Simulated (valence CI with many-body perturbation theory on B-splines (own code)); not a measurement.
Sb: electric-dipole lines

Calculated by valence CI with perturbative core correlation (CI+MBPT): five valence electrons over a frozen Dirac-Fock core [Kr] 4d10, radial functions for each j: 9 s, 9 p, 8 d, 6 f, 3 g, 1 h, with the one-electron correlation potential Σ1, the two-electron term Σ2, the three-electron term Σ3, Breit, model QED; selected CI, second order for the rest, scaled by the run's own slope (own B-spline code, finite nucleus).

Against 19 measured levels this calculation errs by 60 cm⁻¹ on average and by 198 at most. These come from a selection out of the NIST Handbook of Basic Atomic Spectroscopic Data. Levels without a partner in it may be off by more. Among the levels kept, up to 1600 cm⁻¹ of a level comes from second order outside the variational space, and about a tenth of that is noise between levels of different J, which matters for small intervals.

Lines 101 to 150 of 272 in falling wavelength, among levels below 63755 cm⁻¹, chosen from the strongest by gf and those to the six lowest levels. Wavelengths and rates use the calculated energies, so an error of 60 cm⁻¹ moves a line at 402.8 nm by 0.24 % and its rate by three times that or more. Electric multipoles are in the length gauge, E1 and E2 with the static RPA response of the core. Weak lines are less certain than strong ones. Lines between different terms over intervals too small for the method are left out, as are lines whose strength nearly cancels. Where a level lies close to another of its J and parity, the split of strength between their lines is uncertain. The highest levels of a list are the least certain.

Names give the largest LS component (configuration and term), which can be under half, so a name can repeat, a term be missing and a line seem to break the LS rules; names also repeat where a configuration has a term twice. Letters in brackets count levels of one name in rising energy.

```csv
λ vac (nm),λ from measured levels,Upper,Lower,A (s⁻¹),S (a.u.) with core polarisation,S without
1244,,5s2 5p2 6p 4D°_3/2 [b],5s2 5p2 6s 2P_1/2,3.40e+06,1.29e+01,1.30e+01
1243,,5s2 5p2 6d 4F_3/2,5s2 5p2 6p 4D°_3/2 [b],3.27e+06,1.24e+01,1.24e+01
1229,,5s2 5p2 6p 2S°_1/2,5s2 5p2 6s 4P_3/2,6.96e+06,1.28e+01,1.28e+01
1202,,5s2 5p2 6p 4D°_1/2,5s2 5p2 6s 4P_1/2,1.64e+07,2.81e+01,2.83e+01
1141,,5s2 5p2 6p 2D°_3/2,5s2 5p2 6s 2P_1/2,1.46e+07,4.28e+01,4.30e+01
1126,,5s2 5p2 6p 4P°_1/2,5s2 5p2 6s 2P_1/2,7.01e+06,9.86e+00,9.91e+00
1124,,5s2 5p2 5d 2D_3/2 [a],5s2 5p2 6p 4D°_1/2,6.73e+06,1.89e+01,1.89e+01
1122,,4f 5s2 5p2 4G°_5/2,5s2 5p2 5d 4F_3/2,1.50e+07,6.28e+01,6.29e+01
1113,,5s2 5p2 6p 2D°_5/2 [a],5s2 5p2 6s 4P_5/2,1.41e+07,5.74e+01,5.77e+01
1112,,5s2 5p2 6d 4F_3/2,5s2 5p2 6p 2S°_1/2,3.94e+06,1.07e+01,1.07e+01
1110,,5s2 5p2 5d 2D_5/2 [b],5s2 5p2 6p 4D°_3/2 [a],4.39e+06,1.78e+01,1.78e+01
1101,,5s2 5p2 6p 4D°_3/2 [b],5s2 5p2 6s 4P_3/2,1.65e+07,4.36e+01,4.38e+01
1100,,4f 5s2 5p2 2G°_7/2,5s2 5p2 5d 4P_5/2,1.12e+07,5.89e+01,5.90e+01
1100,,5s2 5p2 6p 2P°_3/2,5s2 5p2 6s 2P_3/2,1.64e+07,4.32e+01,4.34e+01
1100,,4f 5s2 5p2 4G°_5/2,5s2 5p2 5d 4P_5/2,7.41e+05,2.92e+00,2.92e+00
1096,,5s2 5p2 6p 4D°_7/2,5s2 5p2 6s 4P_5/2,2.19e+07,1.14e+02,1.14e+02
1092,,5s2 5p2 6p 2P°_1/2,5s2 5p2 6s 2P_3/2,1.26e+07,1.63e+01,1.63e+01
1088,,5s2 5p2 6p 4D°_5/2,5s2 5p2 6s 4P_3/2,2.21e+07,8.41e+01,8.45e+01
1081,,5s2 5p2 6p 4D°_3/2 [a],5s2 5p2 6s 4P_1/2,2.23e+07,5.57e+01,5.59e+01
1070,,5s2 5p2 6p 2D°_5/2 [b],5s2 5p2 6s 2P_3/2,1.57e+07,5.70e+01,5.73e+01
1042,,5s2 5p2 6d 4D_1/2,5s2 5p2 6p 2S°_1/2,3.09e+06,3.44e+00,3.44e+00
1038,,5s2 5p2 6p 4P°_3/2,5s2 5p2 6s 4P_5/2,2.51e+07,5.54e+01,5.57e+01
1019,,5s2 5p2 6p 2D°_3/2,5s2 5p2 6s 4P_3/2,6.42e+06,1.34e+01,1.35e+01
1007,,5s2 5p2 6p 4P°_1/2,5s2 5p2 6s 4P_3/2,1.42e+07,1.43e+01,1.44e+01
980.6,,5s2 5p2 5d 2D_3/2 [b],5s2 5p2 6p 4D°_1/2,2.49e+06,4.64e+00,4.64e+00
974.7,,5s2 5p2 8s 4P_1/2,5s2 5p2 6p 4D°_3/2 [a],2.86e+06,2.61e+00,2.60e+00
961.3,,5s2 5p2 6p 2D°_5/2 [b],5s2 5p2 6s 4P_5/2,8.40e+06,2.21e+01,2.22e+01
923.6,,5s2 5p2 6p 2S°_1/2,5s2 5p2 6s 4P_1/2,1.10e+06,8.57e-01,8.63e-01
865.8,,5s2 5p2 6p 2P°_1/2,5s2 5p2 6s 2P_1/2,4.14e+06,2.65e+00,2.69e+00
849.1,,5s2 5p2 6p 4D°_3/2 [b],5s2 5p2 6s 4P_1/2,4.53e+05,5.48e-01,5.51e-01
799.7,,5s2 5p2 6p 2D°_3/2,5s2 5p2 6s 4P_1/2,7.39e+05,7.47e-01,7.51e-01
792.1,,5s2 5p2 6p 4P°_1/2,5s2 5p2 6s 4P_1/2,7.45e+05,3.65e-01,3.69e-01
656.6,,5s2 5p2 6p 2P°_3/2,5s2 5p2 6s 4P_1/2,2.81e+04,1.57e-02,1.62e-02
654.0,,5s2 5p2 6p 2P°_1/2,5s2 5p2 6s 4P_1/2,4.63e+04,1.28e-02,1.36e-02
580.5,,5s2 5p2 7p 4D°_1/2,5s2 5p2 6s 4P_1/2,4.62e+05,8.92e-02,9.32e-02
573.3,,5s2 5p2 7p 4D°_3/2 [a],5s2 5p2 6s 4P_1/2,1.68e+06,6.25e-01,6.39e-01
491.1,,5s2 5p2 7p 2D°_3/2,5s2 5p2 6s 4P_1/2,1.83e+05,4.28e-02,4.35e-02
402.8,403.5,5s2 5p2 6s 4P_1/2,5s2 5p3 2P°_3/2,4.27e+05,2.76e-02,2.70e-02
372.2,372.4,5s2 5p2 6s 4P_1/2,5s2 5p3 2P°_1/2,5.96e+05,3.03e-02,2.94e-02
363.4,363.9,5s2 5p2 6s 4P_3/2,5s2 5p3 2P°_3/2,1.05e+06,9.92e-02,9.67e-02
350.0,350.5,5s2 5p2 6s 2P_1/2,5s2 5p3 2P°_3/2,3.21e+05,1.36e-02,1.30e-02
338.3,338.4,5s2 5p2 6s 4P_3/2,5s2 5p3 2P°_1/2,4.27e+05,3.26e-02,3.17e-02
326.7,326.8,5s2 5p2 6s 2P_1/2,5s2 5p3 2P°_1/2,2.82e+07,9.72e-01,9.43e-01
323.0,323.3,5s2 5p2 6s 2P_3/2,5s2 5p3 2P°_3/2,2.13e+07,1.42e+00,1.37e+00
303.0,303.1,5s2 5p2 6s 2P_3/2,5s2 5p3 2P°_1/2,1.89e+07,1.04e+00,9.99e-01
287.7,287.9,5s2 5p2 6s 4P_1/2,5s2 5p3 2D°_3/2,3.23e+07,7.61e-01,7.40e-01
287.2,285.9,5s2 5p2 5d 4P_5/2,5s2 5p3 2P°_3/2,2.02e+05,1.42e-02,1.61e-02
285.8,285.2,5s2 5p2 5d 4F_3/2,5s2 5p3 2P°_3/2,4.07e+06,1.88e-01,1.88e-01
277.0,277.1,5s2 5p2 6s 4P_3/2,5s2 5p3 2D°_5/2,1.44e+07,6.03e-01,5.86e-01
273.4,272.8,5s2 5p2 5d 4F_5/2,5s2 5p3 2P°_3/2,1.89e+06,1.14e-01,1.05e-01
```
